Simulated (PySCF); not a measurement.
BrH2NZn, SMILES [NH2][Zn][Br]. Atoms are numbered in the order given.

```xyz
5

Zn     0.8307    -0.0201     0.0000
Br    -1.4208     0.0060     0.0000
N      2.6538     0.1319     0.0000
H      3.1162    -0.2654    -0.8187
H      3.1162    -0.2654     0.8187
```

Geometry: B3LYP-D3(BJ)/def2-SVP. One conformer was computed; it need not be the lowest.

Computed with HF/pcSseg-1 (PySCF).

GIAO shieldings, no solvent; atoms alike by connectivity are averaged. δ = σ(ref) − σ: ¹⁵N against NH3 (σ = 267.3 ppm); ¹H against TMS (σ = 31.99 ppm), references at their B3LYP-D3(BJ)/def2-TZVP geometries, non-relativistic (without spin–orbit terms, shifts of atoms bonded to Cl or Br come out too high).

Problem. Estimate the chemical shifts. (An estimate is asked for; the answer gives what the named calculation found.)

Solution. 
```json
[
 {"nucleus": "¹⁵N", "atoms": "N3", "count": "1", "δ (ppm)": "-33.8"},
 {"nucleus": "¹H", "atoms": "H4, H5", "count": "2", "δ (ppm)": "-0.32"}
]
```
